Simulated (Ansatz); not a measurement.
Born–Oppenheimer molecular dynamics of C₃H₈B₂Cl₂ (15 atoms, charge 0, multiplicity 1). It starts from a relaxed structure.

Method: Ansatz, UKS PBE/STO-3G.

```json
{"ensemble": "NVT, Nosé–Hoover chain", "time step": "0.5 fs", "steps asked": "125", "set temperature": "2000 K", "thermostat": "time constant 100 fs, chain length 3 (defaults)", "masses": "H 2.014 u", "seed": "683464"}
```

First frame:

```xyz
15
Properties=species:S:1:pos:R:3
B 0.206 0.376 2.264
B 0.947 0.999 0.937
C 0.453 0.745 -0.544
Cl -0.126 2.587 -0.055
Cl 1.656 0.805 -1.932
C -0.801 -0.080 -0.952
C -0.447 -1.597 -1.031
H -0.599 0.952 2.913
H 0.508 -0.706 2.644
H 2.053 1.403 1.053
H -1.582 0.091 -0.180
H -1.187 0.274 -1.931
H -1.356 -2.168 -1.296
H -0.069 -1.961 -0.058
H 0.323 -1.773 -1.804
```

(1) What does the run give?

(2) What happens to the structure?

(3) How do temperature and energy run in time?

Results:

(1) The run went to its last step.

```yaml
steps_done: 125
time_covered: 62.5 fs
mean_temperature_over_the_second_half: 1043 K
spread_of_the_potential_energy_over_the_second_half: 21.7 meV per atom
mean_potential_energy_of_the_second_half_above_the_start: 120.3 meV per atom
```

The conserved energy stayed within 0.64 meV per atom of its start (net change 0.47 meV per atom), so the integration is sound. The mean temperature of the second half is 48 % below the set value. A run of 0.062 ps of so small a system gives no equilibrium averages. Limits of this set-up: minimal basis.

(2) The same pairs are bonded in the first frame and the last. Pairs count as bonded within 1.25 times the sum of covalent radii (0.12 Å more for H–H). This is one draw of velocities; another would differ in detail.

(3) 
```
time (fs)  T (K)  potential energy less start (eV)  conserved less start (meV/atom)
      0.0   2000                             0.000                             0.00
      2.0   1625                             0.637                             0.40
      4.0   1176                             1.392                             0.51
      6.0    918                             1.825                             0.34
      8.0    587                             2.385                             0.56
     10.0    524                             2.493                             0.63
     12.0    851                             1.942                             0.41
     14.0   1138                             1.463                             0.22
     16.0   1082                             1.565                             0.46
     18.0   1054                             1.617                             0.39
     20.0   1003                             1.708                             0.34
     22.0    830                             2.008                             0.51
     24.0    827                             2.020                             0.54
     26.0   1054                             1.643                             0.39
     28.0   1210                             1.390                             0.27
     30.0   1141                             1.522                             0.50
     32.0   1177                             1.470                             0.28
     34.0   1009                             1.765                             0.33
     36.0    683                             2.326                             0.60
     38.0    676                             2.346                             0.53
     40.0    897                             1.983                             0.38
     42.0   1038                             1.759                             0.35
     44.0   1080                             1.707                             0.52
     46.0   1256                             1.426                             0.25
     48.0   1155                             1.616                             0.33
     50.0    858                             2.136                             0.58
     52.0    813                             2.226                             0.51
     54.0    953                             2.005                             0.45
     56.0   1123                             1.738                             0.42
     58.0   1277                             1.505                             0.46
     60.0   1428                             1.275                             0.28
     62.0   1310                             1.505                             0.42
```

The run took 11 min on 1 thread of Arm Neoverse V2 (shared host), peak memory 0.14 GiB.
